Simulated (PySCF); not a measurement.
## Orbital levels and atomic charges

System: Si33H38 (sila-diamondoid), SMILES [SiH2]1[Si@@H]2[SiH2][Si@]34[SiH2][Si@@H]5[SiH2][Si@@H]6[Si@H]3[Si@H]1[Si@H]1[Si@@H]3[Si@H]7[Si@@H]8[SiH2][Si@@H]9[SiH2][Si@]7%10[SiH2][Si@@]1([SiH2]2)[Si@H]4[Si@@]12[Si@H]5[Si@@H]4[SiH2][Si@@H]([Si@H]8[Si@@]([SiH2]9)([SiH2]4)[Si@H]%101)[Si@]362.

Cartesian coordinates (Å):
```
  1 Si    5.7963   -2.7983    1.3095
  2 Si    5.8168   -2.5347   -1.0094
  3 Si    5.8415   -0.2651   -1.5620
  4 Si    3.9886    0.8971   -0.7106
  5 Si    3.9438    3.1738   -1.2699
  6 Si    2.1083    4.2618   -0.3211
  7 Si    2.2370    4.0074    1.9888
  8 Si    1.9956    1.7472    2.5042
  9 Si    3.8446    0.5745    1.6390
 10 Si    3.9113   -1.7122    2.1626
 11 Si    1.9009   -2.5625    1.2905
 12 Si   -0.0645   -1.5595    2.0972
 13 Si   -2.0515   -2.4710    1.2374
 14 Si   -4.0435   -1.5284    2.0550
 15 Si   -5.9517   -2.5284    1.1506
 16 Si   -5.8982   -2.2647   -1.1678
 17 Si   -5.8028    0.0028   -1.7198
 18 Si   -3.9223    1.0793   -0.8185
 19 Si   -3.7579    3.3513   -1.3748
 20 Si   -1.9004    4.3541   -0.3761
 21 Si   -2.1025    4.1077    1.9294
 22 Si   -1.9806    1.8389    2.4500
 23 Si   -3.8575    0.7525    1.5339
 24 Si   -0.0051    0.7773    1.6824
 25 Si    0.0326    1.0102   -0.7151
 26 Si    0.0922    3.3523   -1.1172
 27 Si    1.9777   -0.1010   -1.4867
 28 Si    1.9314   -2.4400   -1.0792
 29 Si    3.8748   -3.4610   -1.9187
 30 Si   -0.0508   -3.3313   -1.9425
 31 Si   -2.0124   -2.3489   -1.1326
 32 Si   -3.9771   -3.2809   -2.0239
 33 Si   -1.9398   -0.0109   -1.5398
 34 H     5.8021   -4.2238    1.6727
 35 H     7.0396   -2.2945    1.9128
 36 H     7.0114   -3.2021   -1.5680
 37 H     7.0889    0.3750   -1.1145
 38 H     5.8780   -0.0945   -3.0235
 39 H     3.9227    3.3087   -2.7343
 40 H     5.2126    3.8126   -0.8823
 41 H     2.1364    5.7022   -0.6560
 42 H     3.5280    4.5151    2.4772
 43 H     1.2721    4.8586    2.6939
 44 H     1.9814    1.5649    3.9720
 45 H     5.0734    1.1884    2.1875
 46 H     3.8763   -1.8523    3.6337
 47 H     1.8446   -4.0050    1.6117
 48 H    -0.0879   -1.7167    3.5690
 49 H    -2.0706   -3.9144    1.5591
 50 H    -4.0549   -1.6687    3.5266
 51 H    -7.1873   -1.9709    1.7215
 52 H    -6.0305   -3.9523    1.5117
 53 H    -7.1068   -2.8770   -1.7584
 54 H    -7.0313    0.6999   -1.3074
 55 H    -5.7916    0.1731   -3.1816
 56 H    -3.6901    3.4842   -2.8379
 57 H    -5.0059    4.0480   -1.0218
 58 H    -1.8530    5.7942   -0.7104
 59 H    -3.3805    4.6756    2.3842
 60 H    -1.1181    4.9133    2.6607
 61 H    -2.0145    1.6573    3.9177
 62 H    -5.0710    1.4228    2.0496
 63 H     0.1156    3.4884   -2.5923
 64 H     1.9802    0.0620   -2.9581
 65 H     3.8894   -3.3626   -3.3875
 66 H     3.8229   -4.9129   -1.6818
 67 H    -0.0287   -3.2360   -3.4120
 68 H    -0.0875   -4.7822   -1.6908
 69 H    -3.9475   -3.1853   -3.4927
 70 H    -3.9985   -4.7333   -1.7846
 71 H    -1.8945    0.1508   -3.0104
```

Method: B3LYP/6-31G*, gas phase, PySCF, fitting set def2-universal-JFIT up to Ne and JKFIT beyond, grid level 1.

Q: Give the orbital energies near the gap.

A: 
```json
{"orbital": "HOMO-4", "eV": "-7.02"}
{"orbital": "HOMO-3", "eV": "-6.91"}
{"orbital": "HOMO-2", "eV": "-6.85"}
{"orbital": "HOMO-1", "eV": "-6.66"}
{"orbital": "HOMO", "eV": "-6.56"}
{"orbital": "LUMO", "eV": "-1.87"}
{"orbital": "LUMO+1", "eV": "-1.64"}
{"orbital": "LUMO+2", "eV": "-1.59"}
{"orbital": "LUMO+3", "eV": "-1.41"}
```

Q: Give the partial charges of the non-hydrogen atoms.

A: 
```
atom  Mulliken    IAO  Hirshfeld
 Si1      0.13   0.21       0.15
 Si2      0.00   0.06       0.08
 Si3      0.14   0.21       0.14
 Si4     -0.11  -0.05       0.00
 Si5      0.15   0.22       0.15
 Si6      0.02   0.07       0.08
 Si7      0.11   0.20       0.14
 Si8      0.06   0.08       0.07
 Si9      0.03   0.07       0.06
Si10      0.03   0.08       0.08
Si11      0.03   0.08       0.07
Si12      0.08   0.10       0.07
Si13      0.03   0.08       0.07
Si14      0.03   0.08       0.08
Si15      0.13   0.21       0.15
Si16      0.00   0.06       0.08
Si17      0.14   0.21       0.14
Si18     -0.11  -0.05       0.00
Si19      0.15   0.22       0.15
Si20      0.02   0.07       0.08
Si21      0.11   0.20       0.14
Si22      0.06   0.08       0.07
Si23      0.03   0.07       0.06
Si24     -0.10  -0.04      -0.01
Si25     -0.06  -0.03       0.00
Si26      0.05   0.08       0.07
Si27      0.06   0.08       0.06
Si28     -0.10  -0.05       0.01
Si29      0.14   0.21       0.14
Si30      0.17   0.22       0.14
Si31     -0.10  -0.05       0.01
Si32      0.14   0.21       0.14
Si33      0.06   0.08       0.06
```
